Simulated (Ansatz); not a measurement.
Job for Ansatz (an electronic-structure program): FCI/def2-SVP on MgH, 2S+1 = 2, a point of a bond scan (R = 2.614 Å).

Ansatz 0.2 input:
```yaml
crystal:
  periodic: [false, false, false]
  atoms:
    - {symbol: Mg, position_ang: [-0.00000000, -0.00000000, -0.13405737]}
    - {symbol: H, position_ang: [0.00000000, 0.00000000, 2.48006133]}
basis:
  gaussian:
    orbitals: def2-SVP
magnetization: {spin_polarized: false, initial_magnetization: 1}
correlation: {method: fci, electrons: outside_noble_gas}
```

Problem. Give the final energy of this run.

Solution. -200.0761 hartree.
